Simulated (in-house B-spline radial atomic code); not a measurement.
The numbers below are computed, except where a source is named.
W in an electron gas of r_s = 2.2: phase shifts, screening, friction and resistivity

A nucleus sits in a uniform electron gas with a rigid positive background. The Kohn-Sham equations are solved self-consistently in the spin-unpolarised LDA (PW92), non-relativistic, on B-splines with outgoing waves at the boundary and partial waves to l = 8. The model has no lattice, no bands and no magnetic solution. Atomic units; δ_l are the phase shifts at the Fermi level, counted so that each bound state adds π, and good to about 0.0005. Heavy atoms are models without relativity.

The density parameter is r_s = 2.2 bohr, near that of the valence electrons of Ga (3 per atom, density 5.91 g/cm³, mass 69.72 u, which gives r_s = 2.19).

```json
{"l": "0", "δ_l (rad)": "14.9993"}
{"l": "1", "δ_l (rad)": "12.3406"}
{"l": "2", "δ_l (rad)": "8.3819"}
{"l": "3", "δ_l (rad)": "3.1748"}
{"l": "4", "δ_l (rad)": "0.0068"}
{"l": "5", "δ_l (rad)": "0.0008"}
{"l": "6", "δ_l (rad)": "-0.0001"}
{"l": "7", "δ_l (rad)": "-0.0004"}
{"l": "8", "δ_l (rad)": "-0.0004"}
```

Bound levels below the band bottom (hartree): p -13.84, d -8.227, s -1.769, f -0.9009, p -0.8929 and deeper ones.

**Question.** Check the Friedel sum rule, and say where the screening charge sits.

**Answer.** k_F = (9π/4)^(1/3)/r_s = 0.87234. The rule is Z = (2/π) Σ (2l + 1) δ_l. The terms are s 9.549, p 23.569, d 26.680, f 14.148 and 0.036 beyond, in all 73.982 against Z = 74. Bound states hold 10 s, 24 p, 20 d and 14 f electrons, so the scattering states carry 5.98 in all; where a term is smaller than its bound count, the bound level has drawn weight out of the band.

**Question.** Find the transport cross section and the electronic stopping of a 10 keV W ion (mass 183.84 u).

**Answer.** σ_tr = (4π/k_F²) Σ (l + 1) sin²(δ_l − δ_(l+1)). The terms for l = 0 to 3 are 0.2156, 1.0634, 2.3238, 0.0028, all together 3.6057, so σ_tr = 16.513 × 3.6057 = 59.542 bohr². With n = 3/(4π r_s³) = 0.02242, the friction coefficient is Q = n k_F σ_tr = 1.1645. For v well below v_F = 0.872, dE/dx = Q v; with 24801 eV per u at v = 1, v = √(10000/(24801 × 183.84)) = 0.0468, so dE/dx = 0.05454 hartree/bohr = 28 eV/nm. The largest term couples the d and f waves.

**Question.** What residual resistivity would 1 atomic per cent of such centres give in Ga?

**Answer.** Δρ = k_F n_i σ_tr/n in atomic units of 21.74 μΩ·cm. With one host atom per 3 electrons, n_i/n = 0.01/3, so Δρ = 0.8723 × 0.00333 × 59.542 × 21.74 = 3.76 μΩ·cm. This is an atom added to the gas, as on an interstitial site.

**Question.** On a substitutional site the background of one host ion, a sphere holding 3 charges, is taken out. The phase shifts for l = 0 to 4 become 14.6813, 12.0634, 7.8136, 3.1008, -0.0105. What follows?

**Answer.** The Friedel sum is now 70.99, for Z − 3 = 71. The sum in σ_tr is 4.8558, so σ_tr = 80.19 bohr² and Δρ = 5.07 μΩ·cm per atomic per cent, 1.35 times the value above. A real host ion scatters too, so this model doesn't give zero even for the host's own atom.
